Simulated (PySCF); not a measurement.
C4H10O, SMILES CC(O)(C)C.

The structure is a stationary point at B3LYP-D3(BJ)/def2-SVP. One conformer was computed; it need not be the lowest.

Method: B3LYP-D3(BJ)/def2-SVP (PySCF).

Harmonic, unscaled wavenumbers; measured fundamentals usually lie a few per cent lower.

```json
[
 {"mode": "1", "ν (cm⁻¹)": "210", "IR (km/mol)": "1.5", "Raman (Å⁴/amu)": "0.0", "depolarisation": "–", "moving atoms (share of kinetic energy)": "H 99 %"},
 {"mode": "2", "ν (cm⁻¹)": "268", "IR (km/mol)": "4.5", "Raman (Å⁴/amu)": "0.2", "depolarisation": "0.75", "moving atoms (share of kinetic energy)": "H 95 %"},
 {"mode": "3", "ν (cm⁻¹)": "279", "IR (km/mol)": "0.0", "Raman (Å⁴/amu)": "0.0", "depolarisation": "–", "moving atoms (share of kinetic energy)": "H 96 %"},
 {"mode": "4", "ν (cm⁻¹)": "315", "IR (km/mol)": "76.9", "Raman (Å⁴/amu)": "3.2", "depolarisation": "0.75", "moving atoms (share of kinetic energy)": "H 93 %"},
 {"mode": "5", "ν (cm⁻¹)": "342", "IR (km/mol)": "1.4", "Raman (Å⁴/amu)": "0.5", "depolarisation": "0.74", "moving atoms (share of kinetic energy)": "C 44 %, H 39 %, O 17 %"},
 {"mode": "6", "ν (cm⁻¹)": "346", "IR (km/mol)": "25.1", "Raman (Å⁴/amu)": "0.0", "depolarisation": "–", "moving atoms (share of kinetic energy)": "H 41 %, C 40 %, O 20 %"},
 {"mode": "7", "ν (cm⁻¹)": "420", "IR (km/mol)": "0.4", "Raman (Å⁴/amu)": "0.1", "depolarisation": "0.01", "moving atoms (share of kinetic energy)": "H 43 %, C 37 %, O 20 %"},
 {"mode": "8", "ν (cm⁻¹)": "466", "IR (km/mol)": "8.9", "Raman (Å⁴/amu)": "0.4", "depolarisation": "0.64", "moving atoms (share of kinetic energy)": "C 45 %, H 36 %, O 19 %"},
 {"mode": "9", "ν (cm⁻¹)": "473", "IR (km/mol)": "14.5", "Raman (Å⁴/amu)": "0.4", "depolarisation": "0.75", "moving atoms (share of kinetic energy)": "C 43 %, H 29 %, O 27 %"},
 {"mode": "10", "ν (cm⁻¹)": "759", "IR (km/mol)": "1.4", "Raman (Å⁴/amu)": "9.9", "depolarisation": "0.01", "moving atoms (share of kinetic energy)": "C 64 %, H 22 %, O 15 %"},
 {"mode": "11", "ν (cm⁻¹)": "910", "IR (km/mol)": "0.0", "Raman (Å⁴/amu)": "6.4", "depolarisation": "0.75", "moving atoms (share of kinetic energy)": "H 59 %, C 41 %"},
 {"mode": "12", "ν (cm⁻¹)": "925", "IR (km/mol)": "0.9", "Raman (Å⁴/amu)": "5.9", "depolarisation": "0.75", "moving atoms (share of kinetic energy)": "H 58 %, C 41 %"},
 {"mode": "13", "ν (cm⁻¹)": "948", "IR (km/mol)": "34.6", "Raman (Å⁴/amu)": "6.6", "depolarisation": "0.75", "moving atoms (share of kinetic energy)": "H 36 %, O 35 %, C 30 %"},
 {"mode": "14", "ν (cm⁻¹)": "950", "IR (km/mol)": "0.0", "Raman (Å⁴/amu)": "0.0", "depolarisation": "–", "moving atoms (share of kinetic energy)": "H 82 %, C 18 %"},
 {"mode": "15", "ν (cm⁻¹)": "1021", "IR (km/mol)": "10.0", "Raman (Å⁴/amu)": "3.0", "depolarisation": "0.66", "moving atoms (share of kinetic energy)": "H 70 %, C 30 %"},
 {"mode": "16", "ν (cm⁻¹)": "1036", "IR (km/mol)": "1.6", "Raman (Å⁴/amu)": "4.0", "depolarisation": "0.75", "moving atoms (share of kinetic energy)": "H 69 %, C 31 %"},
 {"mode": "17", "ν (cm⁻¹)": "1158", "IR (km/mol)": "61.7", "Raman (Å⁴/amu)": "4.5", "depolarisation": "0.60", "moving atoms (share of kinetic energy)": "H 67 %, C 28 %"},
 {"mode": "18", "ν (cm⁻¹)": "1241", "IR (km/mol)": "58.4", "Raman (Å⁴/amu)": "3.3", "depolarisation": "0.42", "moving atoms (share of kinetic energy)": "C 66 %, H 30 %"},
 {"mode": "19", "ν (cm⁻¹)": "1256", "IR (km/mol)": "24.6", "Raman (Å⁴/amu)": "3.9", "depolarisation": "0.75", "moving atoms (share of kinetic energy)": "C 66 %, H 33 %"},
 {"mode": "20", "ν (cm⁻¹)": "1352", "IR (km/mol)": "23.0", "Raman (Å⁴/amu)": "4.0", "depolarisation": "0.75", "moving atoms (share of kinetic energy)": "H 71 %, C 25 %"},
 {"mode": "21", "ν (cm⁻¹)": "1382", "IR (km/mol)": "14.9", "Raman (Å⁴/amu)": "1.7", "depolarisation": "0.75", "moving atoms (share of kinetic energy)": "H 74 %, C 26 %"},
 {"mode": "22", "ν (cm⁻¹)": "1395", "IR (km/mol)": "31.8", "Raman (Å⁴/amu)": "1.3", "depolarisation": "0.67", "moving atoms (share of kinetic energy)": "H 63 %, C 35 %"},
 {"mode": "23", "ν (cm⁻¹)": "1408", "IR (km/mol)": "4.2", "Raman (Å⁴/amu)": "0.7", "depolarisation": "0.75", "moving atoms (share of kinetic energy)": "H 76 %, C 23 %"},
 {"mode": "24", "ν (cm⁻¹)": "1444", "IR (km/mol)": "0.0", "Raman (Å⁴/amu)": "0.9", "depolarisation": "0.75", "moving atoms (share of kinetic energy)": "H 96 %"},
 {"mode": "25", "ν (cm⁻¹)": "1454", "IR (km/mol)": "0.0", "Raman (Å⁴/amu)": "30.0", "depolarisation": "0.75", "moving atoms (share of kinetic energy)": "H 96 %"},
 {"mode": "26", "ν (cm⁻¹)": "1458", "IR (km/mol)": "0.1", "Raman (Å⁴/amu)": "32.2", "depolarisation": "0.75", "moving atoms (share of kinetic energy)": "H 97 %"},
 {"mode": "27", "ν (cm⁻¹)": "1470", "IR (km/mol)": "2.2", "Raman (Å⁴/amu)": "6.5", "depolarisation": "0.75", "moving atoms (share of kinetic energy)": "H 93 %"},
 {"mode": "28", "ν (cm⁻¹)": "1481", "IR (km/mol)": "4.1", "Raman (Å⁴/amu)": "3.7", "depolarisation": "0.75", "moving atoms (share of kinetic energy)": "H 88 %, C 11 %"},
 {"mode": "29", "ν (cm⁻¹)": "1490", "IR (km/mol)": "6.5", "Raman (Å⁴/amu)": "0.7", "depolarisation": "0.74", "moving atoms (share of kinetic energy)": "H 94 %"},
 {"mode": "30", "ν (cm⁻¹)": "3019", "IR (km/mol)": "16.0", "Raman (Å⁴/amu)": "0.2", "depolarisation": "0.75", "moving atoms (share of kinetic energy)": "H 97 %"},
 {"mode": "31", "ν (cm⁻¹)": "3024", "IR (km/mol)": "27.4", "Raman (Å⁴/amu)": "157.7", "depolarisation": "0.02", "moving atoms (share of kinetic energy)": "H 97 %"},
 {"mode": "32", "ν (cm⁻¹)": "3039", "IR (km/mol)": "7.7", "Raman (Å⁴/amu)": "192.6", "depolarisation": "0.00", "moving atoms (share of kinetic energy)": "H 97 %"},
 {"mode": "33", "ν (cm⁻¹)": "3096", "IR (km/mol)": "3.0", "Raman (Å⁴/amu)": "10.1", "depolarisation": "0.75", "moving atoms (share of kinetic energy)": "H 91 %, C 9 %"},
 {"mode": "34", "ν (cm⁻¹)": "3103", "IR (km/mol)": "50.5", "Raman (Å⁴/amu)": "114.4", "depolarisation": "0.69", "moving atoms (share of kinetic energy)": "H 91 %, C 9 %"},
 {"mode": "35", "ν (cm⁻¹)": "3121", "IR (km/mol)": "3.0", "Raman (Å⁴/amu)": "14.6", "depolarisation": "0.75", "moving atoms (share of kinetic energy)": "H 90 %, C 10 %"},
 {"mode": "36", "ν (cm⁻¹)": "3123", "IR (km/mol)": "6.8", "Raman (Å⁴/amu)": "31.6", "depolarisation": "0.72", "moving atoms (share of kinetic energy)": "H 90 %, C 10 %"},
 {"mode": "37", "ν (cm⁻¹)": "3128", "IR (km/mol)": "29.9", "Raman (Å⁴/amu)": "104.6", "depolarisation": "0.75", "moving atoms (share of kinetic energy)": "H 90 %, C 9 %"},
 {"mode": "38", "ν (cm⁻¹)": "3131", "IR (km/mol)": "40.5", "Raman (Å⁴/amu)": "114.9", "depolarisation": "0.73", "moving atoms (share of kinetic energy)": "H 90 %, C 10 %"},
 {"mode": "39", "ν (cm⁻¹)": "3804", "IR (km/mol)": "13.3", "Raman (Å⁴/amu)": "89.1", "depolarisation": "0.26", "moving atoms (share of kinetic energy)": "H 94 %"}
]
```
